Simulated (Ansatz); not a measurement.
A series at Ti: from `[F][Ti]([Cl])([Cl])[Cl]`, ligands are replaced one by one, each step taking up H₂O and setting free HCl; n counts the steps. Ansatz, PBE0-D4/def2-TZVP geometries. Each molecule was computed in one conformer, which needn't be the lowest.

| n | molecule | HOMO energy, ωB97M-V/def2-TZVPP (eV) |
| --- | --- | --- |
| 0 | `[F][Ti]([Cl])([Cl])[Cl]` | ? |
| 1 | `[OH][Ti]([F])([Cl])[Cl]` | -11.53 |
| 2 | `[OH][Ti]([OH])([F])[Cl]` | -11.33 |
| 3 | `[OH][Ti]([OH])([OH])[F]` | -11.76 |

Problem. By hand: fit a straight line y = ȳ + b (n − n̄) to the 3 given rows and predict n = 0.

Solution. n̄ = 2.000, ȳ = -11.540; Σ(n − n̄)(y − ȳ) = -0.230, Σ(n − n̄)² = 2.000, so b = -0.115 eV a step. Prediction: -11.540 + (-0.115) × (-2.000) = -11.31 eV.

Problem. By hand: compare with the computed value, -11.81 eV, and give the steps along the whole series.

Solution. The line misses by -0.50 eV (computed minus predicted). Steps: 0.28, 0.20, -0.43 eV.

The steps change sign along the series, so a line is a poor guide. The highest orbital can change its character along such a series. The miss is 104.2 % of the series' range.
